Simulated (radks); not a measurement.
Question: These are the eigenvalues of the occupied orbitals of an atom or ion with whole-number occupations (eV). All-electron calculation, scalar-relativistic Kohn-Sham, exchange-only LDA, spin-unpolarised, spherical densities, finite nucleus; Fermi nuclear charge, rms radius of each element as measured or else 0.836 A^(1/3) + 0.57 fm. Program: a radial shooting solver on a logarithmic mesh with Libxc functionals.

orbital  eigenvalue
1s        -13335.10
2s        -1769.567
2p        -1566.987
3s        -275.8081
3p        -211.8020
3d        -105.4609
4s         -52.9778
4p         -38.2122
4f          -6.7578

Which element is it, and in what charge state? The configuration may be excited.

Answer: Z = 35, bromine, charge +2: Br2+ in [Ar] 3d10 4s2 4p1 4f2. The list shows which subshells hold electrons but not how many an open one holds; the 1s level, -490.06 hartree, gives Z - s = 31.3 by -(Z - s)^2/2, which with screening and relativity narrows Z to a few neighbours, and the depths of the outer levels then fix element, charge and occupations together.
